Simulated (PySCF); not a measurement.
How methods differ on the ionisation energy of As⁺

As⁺ [Ar] 3d10 4s2 4p2 [4p1/2^2, M_J = 0] → As²⁺ [Ar] 3d10 4s2 4p1 [4p1/2^1, M_J = 1/2], as a difference of total energies. Calculation: PySCF 2.14, in x2c-TZVPPall-2c with one added diffuse shell each of s, p, d type (7s8p5d1f, 63 functions); the two-component X2C-1e Hamiltonian. Correlated levels: [Ar] frozen; the 6 highest virtual spinors dropped. "Screened" scales the spin-orbit matrix elements by Boettger's factors to mimic the two-electron term; Breit and QED terms are absent.

```json
{"method": "GHF (screened spin-orbit)", "ionisation energy (eV)": "17.726", "error (eV)": "-0.863"}
{"method": "GMP2 (screened spin-orbit)", "ionisation energy (eV)": "18.357", "error (eV)": "-0.232"}
{"method": "GCCSD (screened spin-orbit)", "ionisation energy (eV)": "18.355", "error (eV)": "-0.234"}
{"method": "GCCSD(T) (screened spin-orbit)", "ionisation energy (eV)": "18.399", "error (eV)": "-0.190"}
```

Reference: 18.589 eV (measured; NIST Atomic Spectra Database, ionization energies).

Errors of the correlated levels include the incompleteness of this basis and the frozen core.

The labels give the starting determinants; with spin-orbit coupling the two ends relaxed to ⟨J²⟩ = 1.63, ⟨L²⟩ = 2.01, ⟨S²⟩ = 1.99 and ⟨J²⟩ = 0.82, ⟨L²⟩ = 2.04, ⟨S²⟩ = 0.76.

The determinant of As⁺ mixes levels of different J (the jj label is only the starting occupation), so the difference between spin-free and spin-orbit rows is not the physical spin-orbit shift.
